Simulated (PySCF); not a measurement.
C₂H₆O₂W, multiplicity 1. Atoms are numbered in the order given.

```xyz
11

W      0.0000     0.0000     0.0643
O      0.0000     1.4081     1.0421
O      0.0000    -1.4081     1.0421
C      1.7603     0.0000    -1.1172
H      1.7741     0.9017    -1.7555
H      1.7741    -0.9017    -1.7555
H      2.6757     0.0000    -0.5033
C     -1.7603     0.0000    -1.1172
H     -2.6757     0.0000    -0.5033
H     -1.7741    -0.9017    -1.7555
H     -1.7741     0.9017    -1.7555
```

Geometry optimised at B3LYP-D3(BJ)/def2-SVP. The multiplicity is an assumed one; no other spin state was optimised. The structure was generated by enumeration; whether it is a known compound was not checked. The def2 effective core potentials stand for the cores of W; spin–orbit coupling is left out.

These are B3LYP-D3(BJ)/def2-SVP (PySCF) values and carry that method's errors.

Frequencies are harmonic and unscaled.

```csv
mode,ν (cm⁻¹),IR (km/mol),Raman (Å⁴/amu),depolarisation,moving atoms (share of kinetic energy)
1,119,0.0,0.0,–,H 98 %
2,123,0.3,0.2,0.75,H 95 %
3,153,0.4,3.0,0.74,"C 57 %, H 36 %"
4,181,0.1,1.2,0.75,"O 32 %, C 30 %, H 26 %, W 12 %"
5,215,0.0,4.0,0.75,"O 59 %, C 21 %, H 20 %"
6,220,7.5,0.6,0.75,"O 68 %, W 13 %, H 10 %, C 10 %"
7,325,4.1,2.8,0.74,O 91 %
8,513,25.1,1.3,0.75,"H 50 %, C 46 %"
9,556,19.6,15.9,0.08,"C 71 %, H 22 %"
10,608,30.5,2.5,0.75,"H 54 %, C 36 %, W 8 %"
11,641,15.0,5.0,0.74,"H 76 %, C 23 %"
12,669,0.0,3.3,0.75,"H 78 %, C 20 %"
13,673,3.8,2.0,0.75,"H 78 %, C 19 %"
14,995,181.2,7.1,0.75,"O 87 %, W 12 %"
15,1029,78.1,29.0,0.01,O 94 %
16,1208,10.8,0.3,0.75,"H 79 %, C 21 %"
17,1216,5.5,0.2,0.69,"H 79 %, C 21 %"
18,1390,21.8,0.2,0.75,H 94 %
19,1400,4.6,33.1,0.68,H 95 %
20,1404,0.0,28.7,0.75,H 95 %
21,1410,20.3,0.2,0.75,H 95 %
22,3004,7.4,8.5,0.75,H 97 %
23,3007,0.1,303.4,0.00,H 97 %
24,3099,0.0,21.4,0.75,"H 91 %, C 9 %"
25,3101,3.5,120.3,0.75,"H 91 %, C 9 %"
26,3118,0.2,123.3,0.66,"H 91 %, C 9 %"
27,3118,0.4,51.0,0.75,"H 91 %, C 9 %"
```
